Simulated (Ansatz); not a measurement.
Cost and result up the ladder for Au₄F₃ (7 atoms). Total charge 0; doublet. Geometry: PBE-D4/def2-SVP.

Cartesian coordinates in Å:
```
Au 0.938 -1.444 -0.842
Au 0.856 -0.811 1.843
Au -0.686 1.258 1.652
Au -1.031 1.198 -1.085
F -0.106 -0.280 -2.192
F 1.918 -2.515 0.546
F -1.889 2.595 0.077
```

Ansatz on 4 threads of Intel Xeon 6975P-C on a shared host. Times are rough, and most runs start from the orbitals of an earlier one. r2SCAN0-D4/def2-TZVP serves as the yardstick here, not as an exact answer. Differences are given only for rows in sets of like size (and for xTB, whose basis is part of the method), since another set adds its own error. Binding counts from free atoms at the same level (Au doublet, F doublet; other spins of the atoms weren't run), without zero-point energy or a counterpoise term.

In the def2 sets Au takes a core potential; there is no spin–orbit coupling. Correlated methods freeze 3 core orbitals; core or outer-core shells of Au are correlated, in sets that lack core-valence functions. No other spin state of charge 0 was run. The structure comes from a short search, and lower isomers may exist.

Correlated methods converge slowly with the basis.

```json
{"level": "HF/def2-TZVP", "functions": "253", "binding energy per atom (eV)": "0.93", "difference from r2SCAN0-D4/def2-TZVP (eV)": "-1.05"}
{"level": "PBE-D4/def2-TZVP (with forces)", "functions": "253", "binding energy per atom (eV)": "2.25", "difference from r2SCAN0-D4/def2-TZVP (eV)": "0.28"}
{"level": "MP2/def2-TZVP", "functions": "253", "binding energy per atom (eV)": "2.10", "difference from r2SCAN0-D4/def2-TZVP (eV)": "0.13"}
{"level": "PBE0-D4/def2-TZVP", "functions": "253", "binding energy per atom (eV)": "2.00", "difference from r2SCAN0-D4/def2-TZVP (eV)": "0.03"}
{"level": "PBE-D4/def2-SVP", "functions": "170", "binding energy per atom (eV)": "2.29", "difference from r2SCAN0-D4/def2-TZVP (eV)": "–"}
{"level": "r2SCAN0-D4/def2-TZVP", "functions": "253", "binding energy per atom (eV)": "1.97", "difference from r2SCAN0-D4/def2-TZVP (eV)": "0.00"}
{"level": "B2PLYP/def2-TZVP", "functions": "253", "binding energy per atom (eV)": "1.98", "difference from r2SCAN0-D4/def2-TZVP (eV)": "0.01"}
{"level": "r2SCAN-D4/def2-TZVP", "functions": "253", "binding energy per atom (eV)": "2.22", "difference from r2SCAN0-D4/def2-TZVP (eV)": "0.25"}
{"level": "RPA@PBE/def2-TZVP", "functions": "253", "binding energy per atom (eV)": "1.82", "difference from r2SCAN0-D4/def2-TZVP (eV)": "-0.16"}
{"level": "PBE0-D4/def2-SVP", "functions": "170", "binding energy per atom (eV)": "2.01", "difference from r2SCAN0-D4/def2-TZVP (eV)": "–"}
```

Question: Estimate how long each takes.

Answer: PBE-D4/def2-SVP 2.6 s; PBE0-D4/def2-SVP 4.3 s; PBE-D4/def2-TZVP (with forces) 4.4 s; HF/def2-TZVP 6.5 s; r2SCAN-D4/def2-TZVP 8 s; PBE0-D4/def2-TZVP 11 s; MP2/def2-TZVP 11 s; B2PLYP/def2-TZVP 14 s; r2SCAN0-D4/def2-TZVP 16 s; RPA@PBE/def2-TZVP 17 s. On shared hardware such times vary by a factor of up to 3.
